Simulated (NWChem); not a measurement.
Everything below was run with NWChem. System: C2H6Mg, charge 0, spin multiplicity 1, at a geometry optimised with PBE/def2-SVP. The structure started from a generated list of species. Level: RHF/def2-TZVP.

Input file:

```
start mol
memory heap 200 mb stack 900 mb global 1100 mb
geometry units angstroms nocenter noautoz
  Mg     0.000000     0.000000     0.000320
  C     -0.273803    -2.092299    -0.000142
  H      0.013337    -2.551499    -0.971225
  H     -1.333002    -2.374641     0.186460
  H      0.334171    -2.594567     0.783695
  C      0.273803     2.092299    -0.000142
  H      1.333002     2.374641     0.186460
  H     -0.334171     2.594567     0.783695
  H     -0.013337     2.551499    -0.971225
  symmetry group C2
end
basis spherical
  * library def2-tzvp
end
scf
  rhf
  nopen 0
  maxiter 100
  thresh 1e-7
  semidirect memsize 60000000 filesize 0
end
task scf energy
```

Output (cleaned and shortened):

```
             Northwest Computational Chemistry Package (NWChem) 7.3.0
             --------------------------------------------------------

                                NWChem Input Module
                                -------------------

 Scaling coordinates for geometry "geometry" by  1.889725989
 (inverse scale =  0.529177249)

 Turning off AUTOSYM since
 SYMMETRY directive was detected!

                             Geometry "geometry" -> ""
                             -------------------------

 Output coordinates in angstroms (scale by  1.889725989 to convert to a.u.)

  No.       Tag          Charge          X              Y              Z
 ---- ---------------- ---------- -------------- -------------- --------------
    1 Mg                  12.0000     0.00000000     0.00000000     0.00032000
    2 C                    6.0000    -0.27380300    -2.09229900    -0.00014200
    3 H                    1.0000     0.01333700    -2.55149900    -0.97122500
    4 H                    1.0000    -1.33300200    -2.37464100     0.18646000
    5 H                    1.0000     0.33417100    -2.59456700     0.78369500
    6 C                    6.0000     0.27380300     2.09229900    -0.00014200
    7 H                    1.0000     1.33300200     2.37464100     0.18646000
    8 H                    1.0000    -0.33417100     2.59456700     0.78369500
    9 H                    1.0000    -0.01333700     2.55149900    -0.97122500

 Effective nuclear repulsion energy (a.u.)      78.4090148780

            Nuclear Dipole moment (a.u.)
            ----------------------------
        X                 Y               Z
 ---------------- ---------------- ----------------
     0.0000000000     0.0000000000    -0.0000075589

      Symmetry information
      --------------------

 Group name             C2
 Group number              4
 Group order               2
 No. of unique centers     5

      Symmetry unique atoms

     1    2    3    4    5


 Summary of "ao basis" -> "" (spherical)
 ------------------------------------------------------------------------------
       Tag                 Description            Shells   Functions and Types
 ---------------- ------------------------------  ------  ---------------------
 *                         def2-tzvp                  on all atoms

 Summary of "ao basis" -> "ao basis" (spherical)
 ------------------------------------------------------------------------------
       Tag                 Description            Shells   Functions and Types
 ---------------- ------------------------------  ------  ---------------------
 Mg                        def2-tzvp                12       32   5s4p3d
 C                         def2-tzvp                11       31   5s3p2d1f
 H                         def2-tzvp                 4        6   3s1p

                                 NWChem SCF Module
                                 -----------------

  ao basis        = "ao basis"
  functions       =   130
  atoms           =     9
  closed shells   =    15
  open shells     =     0
  charge          =   0.00
  wavefunction    = RHF
  use symmetry    = T
  symmetry adapt  = T

 Summary of "ao basis" -> "ao basis" (spherical)
 ------------------------------------------------------------------------------
       Tag                 Description            Shells   Functions and Types
 ---------------- ------------------------------  ------  ---------------------
 Mg                        def2-tzvp                12       32   5s4p3d
[...]
                 5     -278.8388664257  6.20D-09  1.70D-09      4.0

       Final RHF  results
       ------------------

         Total SCF energy =   -278.838866425679
      One-electron energy =   -541.729071218647
      Two-electron energy =    184.481189914987
 Nuclear repulsion energy =     78.409014877981

        Time for solution =      2.6s

       Symmetry analysis of molecular orbitals - final
       -----------------------------------------------

  Numbering of irreducible representations:

     1 a           2 b

  Orbital symmetries:

     1 a           2 b           3 a           4 a           5 a
     6 b           7 b           8 a           9 b          10 a
    11 b          12 b          13 a          14 a          15 b
    16 a          17 a          18 b          19 b          20 a
    21 a          22 b          23 a          24 b          25 a

             Final eigenvalues
             -----------------

              1
    1  -48.9994
    2  -11.1747
    3  -11.1747
    4   -3.7448
    5   -2.2645
    6   -2.2645
    7   -2.2615
    8   -0.8761
    9   -0.8736
   10   -0.5055
   11   -0.5055
   12   -0.5044
   13   -0.5044
   14   -0.3901
   15   -0.3397
   16    0.0448
   17    0.0822
   18    0.0822
   19    0.1388
   20    0.1752
   21    0.1805
   22    0.1805
   23    0.2333
   24    0.2333
   25    0.2341

                       ROHF Final Molecular Orbital Analysis
                       -------------------------------------

 Vector   13  Occ=2.000000D+00  E=-5.043678D-01  Symmetry=a
              MO Center= -6.8D-13, -3.2D-13,  1.4D-01, r^2= 6.7D+00
   Bfn.  Coefficient  Atom+Function         Bfn.  Coefficient  Atom+Function
  ----- ------------  ---------------      ----- ------------  ---------------
    38      0.206011  2 C  px                87     -0.206011  6 C  px
    41      0.179343  2 C  px                90     -0.179343  6 C  px
    71     -0.171810  4 H  s                114     -0.171810  7 H  s

 Vector   14  Occ=2.000000D+00  E=-3.900979D-01  Symmetry=a
              MO Center= -1.7D-15,  1.5D-16,  3.2D-05, r^2= 4.3D+00
   Bfn.  Coefficient  Atom+Function         Bfn.  Coefficient  Atom+Function
  ----- ------------  ---------------      ----- ------------  ---------------
     4      0.381659  1 Mg s                  3     -0.211377  1 Mg s
    39      0.209285  2 C  py                42      0.210243  2 C  py
    88     -0.209285  6 C  py                91     -0.210243  6 C  py

 Vector   15  Occ=2.000000D+00  E=-3.397256D-01  Symmetry=b
              MO Center=  2.4D-14, -1.4D-14, -1.2D-05, r^2= 4.7D+00
   Bfn.  Coefficient  Atom+Function         Bfn.  Coefficient  Atom+Function
  ----- ------------  ---------------      ----- ------------  ---------------
    42      0.242131  2 C  py                91      0.242131  6 C  py
    39      0.232663  2 C  py                88      0.232663  6 C  py
    45      0.189726  2 C  py                94      0.189726  6 C  py
    13     -0.164306  1 Mg py                37      0.155696  2 C  s
    86     -0.155696  6 C  s

 Vector   16  Occ=0.000000D+00  E= 4.480205D-02  Symmetry=a
              MO Center= -4.6D-17,  2.0D-15,  1.4D-03, r^2= 1.1D+01
   Bfn.  Coefficient  Atom+Function         Bfn.  Coefficient  Atom+Function
  ----- ------------  ---------------      ----- ------------  ---------------
     5      3.245283  1 Mg s                 37     -1.581907  2 C  s
    86     -1.581907  6 C  s                 32     -0.832058  1 Mg d  2
    45     -0.616169  2 C  py                94      0.616169  6 C  py
    30     -0.497183  1 Mg d  0              28      0.221801  1 Mg d -2
    66     -0.183659  3 H  s                 72     -0.183716  4 H  s

 Vector   17  Occ=0.000000D+00  E= 8.222762D-02  Symmetry=a
              MO Center= -7.8D-13,  1.5D-13,  4.0D-02, r^2= 6.6D+00
   Bfn.  Coefficient  Atom+Function         Bfn.  Coefficient  Atom+Function
  ----- ------------  ---------------      ----- ------------  ---------------
    17      1.173519  1 Mg pz                46     -0.236192  2 C  pz
    95     -0.236192  6 C  pz

 Vector   18  Occ=0.000000D+00  E= 8.224197D-02  Symmetry=b
              MO Center=  8.8D-13, -6.0D-13, -4.0D-02, r^2= 6.6D+00
   Bfn.  Coefficient  Atom+Function         Bfn.  Coefficient  Atom+Function
  ----- ------------  ---------------      ----- ------------  ---------------
    15      1.163673  1 Mg px                44     -0.234128  2 C  px
    93     -0.234128  6 C  px                16     -0.152035  1 Mg py

 center of mass
 --------------
 x =   0.00000000 y =   0.00000000 z =   0.00007381

 moments of inertia (a.u.)
 ------------------
         522.559930000812         -65.397573609911          -0.000000000000
         -65.397573609911          31.481236165692           0.000000000000
          -0.000000000000           0.000000000000         531.119450530959

  Mulliken analysis of the total density
  --------------------------------------

    Atom       Charge   Shell Charges
 -----------   ------   -------------------------------------------------------
    1 Mg  12    11.08   2.00  0.71  1.28  0.54  0.12  5.13  0.87  0.27  0.05  0.00  0.06  0.04
    2 C    6     6.82   0.85  1.12  0.46  0.71  0.16  1.21  1.53  0.73  0.01  0.02  0.00
    3 H    1     0.88   0.26  0.48  0.12  0.02
    4 H    1     0.88   0.26  0.48  0.12  0.02
    5 H    1     0.88   0.26  0.48  0.12  0.02
    6 C    6     6.82   0.85  1.12  0.46  0.71  0.16  1.21  1.53  0.73  0.01  0.02  0.00
    7 H    1     0.88   0.26  0.48  0.12  0.02
    8 H    1     0.88   0.26  0.48  0.12  0.02
    9 H    1     0.88   0.26  0.48  0.12  0.02

       Multipole analysis of the density wrt the origin
       ------------------------------------------------

     L   x y z        total         open         nuclear
     -   - - -        -----         ----         -------
     0   0 0 0     -0.000000      0.000000     30.000000

     1   1 0 0     -0.000000      0.000000      0.000000
     1   0 1 0     -0.000000      0.000000      0.000000
     1   0 0 1      0.000486      0.000000     -0.000008

     2   2 0 0    -17.570115      0.000000     16.702232
     2   1 1 0     -1.439192      0.000000     40.721627
     2   1 0 1     -0.000000      0.000000      0.000000
     2   0 2 0    -28.380576      0.000000    322.446649
     2   0 1 1     -0.000000      0.000000      0.000000
     2   0 0 2    -17.381125      0.000000     11.371868

 Task  times  cpu:        4.1s     wall:        4.1s

 Total times  cpu:        4.1s     wall:        4.1s
```
